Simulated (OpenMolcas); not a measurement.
**Potential curves of InBr: spin-free states**

Computed with OpenMolcas 26.06: state-averaged CASSCF(8,7) over In 5s 5p, Br 4p, XMS-CASPT2 (IPEA 0.25, imaginary shift 0.2 hartree), scalar X2C, ANO-RCC-VDZP, then RASSI spin–orbit state interaction with atomic mean-field integrals. C2 symmetry about the axis (a holds Σ, Δ, Γ; b holds Π, Φ, H; Σ⁺ and Σ⁻ are not told apart); roots by multiplicity and irrep: 1a 5, 3b 6, 1b 4, 3a 5.

XMS-CASPT2 energies in eV from the lowest point. Curves are followed by energy order within each symmetry, so they are adiabatic and may change character at avoided crossings; Σ⁺ and Σ⁻ are counted together.

```tsv
R (Å)	(1)1Σ	(1)3Π	(1)3Σ	(1)1Π	(2)3Π	(2)1Π	(1)1Δ	(2)1Σ	(3)1Σ
2.225	0.885	3.977	6.877	5.412	9.128	9.711	7.358	7.422	7.780
2.354	0.314	3.532	6.012	4.870	7.997	8.378	6.292	6.348	6.672
2.471	0.074	3.388	5.398	4.605	7.172	7.461	5.627	5.679	5.966
2.587	0.000	3.389	4.967	4.455	6.496	6.746	5.155	5.204	5.450
2.716	0.044	3.475	4.639	4.349	5.902	6.137	4.788	4.834	5.036
2.846	0.170	3.597	4.421	4.279	5.452	5.645	4.537	4.580	4.742
3.027	0.424	3.759	4.234	4.199	4.995	5.152	4.313	4.351	4.465
3.260	0.806	3.889	4.110	4.122	4.616	4.723	4.157	4.189	4.257
3.622	1.412	3.952	4.038	4.055	4.281	4.356	4.061	4.084	4.111
4.139	2.186	3.974	3.989	4.015	4.076	4.117	4.039	4.053	4.056
4.915	3.124	3.976	3.961	3.998	4.006	4.025	4.058	4.066	4.067
5.950	3.864	3.971	3.975	4.000	4.016	4.015	4.080	4.081	4.083
```

Problem. With masses 114.904 and 78.918 u, fit the curves (1)1Σ, (1)3Π near their minima.

Solution. At XMS-CASPT2, Te from the lowest curve (the fit fixes ωe to a per cent or two; the method's Re and ωe can be off by some per cent):

| curve | Te (cm⁻¹) | Re (Å) | ωe (cm⁻¹) |
| --- | --- | --- | --- |
| (1)1Σ | 0 | 2.600 | 209.2 |
| (1)3Π | 27230 | 2.526 | 213.3 |

The 9 lowest clean curves are shown; the next is (1)3Δ, from 4.09 eV. Only roots inside an energy window near the equilibrium distance were included, so the list of states is not complete; labels number the states computed. Each spin and symmetry block has orbitals of its own, averaged over its own roots, so gaps between blocks are less sure than gaps within one and near the minimum can be off by tenths of an eV, in bad cases by more. No Rydberg orbitals are active, so Rydberg states, and σ→σ* states whose orbital the CASSCF left unused, can be missing between those listed. CASPT2 splits the two components of degenerate states numerically, here by up to 39 cm⁻¹. At stretched bonds a block can hold a wrong CASSCF solution and miss its lowest state; points past a visible jump are left out. Points that failed a check (symmetry, reference weights, a jump) are left out.
